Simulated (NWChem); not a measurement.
System: CH3Be cation; SMILES [Be+][CH3]

Input file for NWChem:

```
start job
memory heap 200 mb stack 900 mb global 1100 mb
charge 1
geometry units angstroms noautoz
  Be     0.000000     0.000000    -1.192022
  C      0.000000     0.000000     0.459029
  H      0.734188     0.734188     0.837881
  H      0.268731    -1.002919     0.837881
  H     -1.002919     0.268731     0.837881
end
basis spherical
  Be library 6-311g**
  C library 6-311g**
  H library 6-311g**
end
dft
  xc hfexch
  iterations 150
  mulliken
end
task dft energy
```

Excerpt of the output:

```
             Northwest Computational Chemistry Package (NWChem) 7.3.0
             --------------------------------------------------------

 C3V symmetry detected

                             Geometry "geometry" -> ""
                             -------------------------

 Output coordinates in angstroms (scale by  1.889725989 to convert to a.u.)

  No.       Tag          Charge          X              Y              Z
 ---- ---------------- ---------- -------------- -------------- --------------
    1 Be                   4.0000    -0.00000000    -0.00000000    -1.23046269
    2 C                    6.0000    -0.00000000    -0.00000000     0.42058831
    3 H                    1.0000     0.73418773     0.73418773     0.79944031
    4 H                    1.0000     0.26873136    -1.00291910     0.79944031
    5 H                    1.0000    -1.00291910     0.26873136     0.79944031

 Effective nuclear repulsion energy (a.u.)      19.9781566878

      Symmetry information
      --------------------

 Group name             C3v
 Group number             17
 Group order               6
 No. of unique centers     3

  xc_inp: hfexch multiplicative factor not found.

                                 NWChem DFT Module
                                 -----------------

 Summary of "ao basis" -> "ao basis" (spherical)
 ------------------------------------------------------------------------------
       Tag                 Description            Shells   Functions and Types
 ---------------- ------------------------------  ------  ---------------------
 Be                         6-311g**                 8       18   4s3p1d
 C                          6-311g**                 8       18   4s3p1d
 H                          6-311g**                 4        6   3s1p

      Symmetry analysis of basis
      --------------------------

        a1         21
        a2          1
        e          32

  Rotation of axis

            General Information
            -------------------
          SCF calculation type: DFT
          Wavefunction type:  closed shell.
          No. of atoms     :     5
          No. of electrons :    12
           Alpha electrons :     6
            Beta electrons :     6
          Charge           :     1
          Spin multiplicity:     1
          Use of symmetry is: on ; symmetry adaption is: on
          Maximum number of iterations: 150
          AO basis - number of functions:    54
                     number of shells:    28
          Convergence on energy requested:  1.00D-06
          Convergence on density requested:  1.00D-05
          Convergence on gradient requested:  5.00D-04

              XC Information
              --------------
                     Hartree-Fock (Exact) Exchange  1.000

      Superposition of Atomic Density Guess
      -------------------------------------

 Sum of atomic energies:         -53.73985440

 Renormalizing density from      13.00 to     12

      Non-variational initial energy
      ------------------------------

 Total energy =     -51.296119
 1-e energy   =    -101.477566
 2-e energy   =      30.203290
 HOMO         =      -0.855304
 LUMO         =      -0.420431

      Symmetry analysis of molecular orbitals - initial
      -------------------------------------------------

  Numbering of irreducible representations:

     1 a1          2 a2          3 e

  Orbital symmetries:

     1 a1          2 a1          3 a1          4 e           5 e
     6 a1          7 a1          8 e           9 e          10 a1
    11 e          12 e          13 a1         14 a1         15 e
    16 e

     ---------------------------------------------
      Total Density - Mulliken Population Analysis
     ---------------------------------------------

    Atom       Charge   Shell Charges
 -----------   ------   -------------------------------------------------------
    1 Be   4     2.85   1.18  0.82  0.08  0.50  0.13  0.08  0.00  0.05
    2 C    6     7.20   1.11  0.88  0.88  0.95  2.03  0.38  0.94  0.02
    3 H    1     0.65   0.21  0.37  0.04  0.03
    4 H    1     0.65   0.21  0.37  0.04  0.03
    5 H    1     0.65   0.21  0.37  0.04  0.03

   convergence    iter        energy       DeltaE   RMS-Dens  Diis-err
 ---------------- ----- ----------------- --------- --------- ---------
 d= 0,ls=0.0,diis     1    -53.7536112364 -7.37D+01  1.37D-02  1.66D+00
 d= 0,ls=0.0,diis     2    -53.8848480058 -1.31D-01  5.01D-03  3.30D-01
 d= 0,ls=0.0,diis     3    -53.9307859519 -4.59D-02  7.29D-04  3.01D-03
 d= 0,ls=0.0,diis     4    -53.9314634705 -6.78D-04  3.14D-04  1.35D-04
 d= 0,ls=0.0,diis     5    -53.9315506770 -8.72D-05  1.33D-04  1.27D-05
  Resetting Diis
 d= 0,ls=0.0,diis     6    -53.9315612854 -1.06D-05  4.05D-05  9.49D-07
 d= 0,ls=0.0,diis     7    -53.9315619448 -6.59D-07  3.95D-06  1.92D-08

         Total DFT energy =      -53.931561944823
      One electron energy =     -108.269856444357
           Coulomb energy =       43.125138189510
    Exchange-Corr. energy =       -8.765000377785
 Nuclear repulsion energy =       19.978156687809

 Numeric. integr. density =        0.000000000000

                  Occupations of the irreducible representations
                  ----------------------------------------------

                     irrep           alpha         beta
                     --------     --------     --------
                     a1                4.0          4.0
                     a2                0.0          0.0
                     e                 2.0          2.0

                       DFT Final Molecular Orbital Analysis
                       ------------------------------------

 Vector    4  Occ=2.000000D+00  E=-7.481612D-01  Symmetry=e
              MO Center=  2.2D-01, -7.0D-02,  5.4D-01, r^2= 1.3D+00
   Bfn.  Coefficient  Atom+Function         Bfn.  Coefficient  Atom+Function
  ----- ------------  ---------------      ----- ------------  ---------------
    26      0.293735  2 C  py                44     -0.214780  4 H  s
    38      0.209551  3 H  s                 30      0.201356  2 C  py
    22      0.183034  2 C  py                43     -0.137258  4 H  s
    37      0.133916  3 H  s                 25      0.072025  2 C  px
    45     -0.061461  4 H  s                 39      0.059965  3 H  s

 Vector    5  Occ=2.000000D+00  E=-7.481612D-01  Symmetry=e
              MO Center= -2.2D-01,  7.0D-02,  5.4D-01, r^2= 1.3D+00
   Bfn.  Coefficient  Atom+Function         Bfn.  Coefficient  Atom+Function
  ----- ------------  ---------------      ----- ------------  ---------------
    25      0.293735  2 C  px                50     -0.244988  5 H  s
    29      0.201356  2 C  px                21      0.183034  2 C  px
    49     -0.156563  5 H  s                 38      0.127022  3 H  s
    44      0.117966  4 H  s                 37      0.081175  3 H  s
    43      0.075387  4 H  s                 26     -0.072025  2 C  py

 Vector    6  Occ=2.000000D+00  E=-6.759351D-01  Symmetry=a1
              MO Center= -1.7D-15,  4.1D-16, -1.4D-02, r^2= 1.5D+00
   Bfn.  Coefficient  Atom+Function         Bfn.  Coefficient  Atom+Function
  ----- ------------  ---------------      ----- ------------  ---------------
     6      0.487197  1 Be s                 27     -0.301221  2 C  pz
    23     -0.185498  2 C  pz                31     -0.181012  2 C  pz
     9      0.156513  1 Be pz                 2     -0.142199  1 Be s
     5      0.127228  1 Be pz                10      0.091287  1 Be s
     1     -0.087393  1 Be s                 28     -0.080234  2 C  s

 Vector    7  Occ=0.000000D+00  E=-2.636419D-01  Symmetry=a1
              MO Center= -5.6D-16,  1.3D-16, -1.9D+00, r^2= 2.3D+00
   Bfn.  Coefficient  Atom+Function         Bfn.  Coefficient  Atom+Function
  ----- ------------  ---------------      ----- ------------  ---------------
    10      0.463289  1 Be s                  9     -0.320814  1 Be pz
     6      0.315352  1 Be s                 13     -0.271295  1 Be pz
     5     -0.176518  1 Be pz                27      0.116756  2 C  pz
     2     -0.107278  1 Be s                 31      0.094638  2 C  pz
    28     -0.090037  2 C  s                 24     -0.074473  2 C  s

 Vector    8  Occ=0.000000D+00  E=-1.521128D-01  Symmetry=e
              MO Center=  1.3D-03, -2.0D-02, -1.4D+00, r^2= 3.8D+00
   Bfn.  Coefficient  Atom+Function         Bfn.  Coefficient  Atom+Function
  ----- ------------  ---------------      ----- ------------  ---------------
    11      0.633886  1 Be px                 7      0.348315  1 Be px
    39     -0.246138  3 H  s                 12      0.239248  1 Be py
    51      0.219413  5 H  s                  3      0.196206  1 Be px
     8      0.131465  1 Be py                 4      0.074054  1 Be py
    29     -0.067689  2 C  px                38     -0.057764  3 H  s

 Vector    9  Occ=0.000000D+00  E=-1.521128D-01  Symmetry=e
              MO Center= -1.3D-03,  2.0D-02, -1.4D+00, r^2= 3.8D+00
   Bfn.  Coefficient  Atom+Function         Bfn.  Coefficient  Atom+Function
  ----- ------------  ---------------      ----- ------------  ---------------
    12      0.633886  1 Be py                 8      0.348315  1 Be py
    45      0.268786  4 H  s                 11     -0.239248  1 Be px
     4      0.196206  1 Be py                51     -0.157537  5 H  s
     7     -0.131465  1 Be px                39     -0.111249  3 H  s
     3     -0.074054  1 Be px                30     -0.067689  2 C  py

     ---------------------------------------------
      Total Density - Mulliken Population Analysis
     ---------------------------------------------

[...]
```

Level: Hartree-Fock/6-311G** (spherical d). Coordinates come from a PBE0/def2-SVP optimisation.
